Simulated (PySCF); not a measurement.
# Correlation energy of Sn (tin, neutral)

[Kr] 4d10 5s2 5p2, high-spin 3P determinant. Calculation: PySCF 2.14, in aug-cc-pwCVTZ-DK3 with one added diffuse shell each of s, p, d, f type (11s10p8d5f1g, 125 functions); the spin-free X2C one-electron Hamiltonian (Gaussian nucleus). Frozen: [Ar] 3d10; 22 electrons correlated.

MP2 pair energies summed by pair of shells (mhartree):

| pair | energy | share (%) |
| --- | --- | --- |
| 4d-4d | -336.68 | 46.0 |
| 4p-4d | -136.86 | 18.7 |
| 4d-5s | -73.59 | 10.1 |
| 4p-4p | -42.35 | 5.8 |
| 4d-5p | -35.66 | 4.9 |
| 4s-4d | -28.31 | 3.9 |
| 5s-5p | -26.89 | 3.7 |
| 4s-4p | -16.52 | 2.3 |
| 5s-5s | -13.68 | 1.9 |
| 4p-5s | -8.70 | 1.2 |
| 5p-5p | -4.20 | 0.6 |
| 4p-5p | -3.77 | 0.5 |
| 4s-4s | -3.41 | 0.5 |
| 4s-5s | -1.00 | 0.1 |
| 4s-5p | -0.45 | 0.1 |

Total MP2 correlation energy: -732.06 mhartree.

Same-spin part -251.30 and opposite-spin part -480.76 mhartree; SCS-MP2 scales them by 1/3 and 6/5 to -660.68 mhartree.
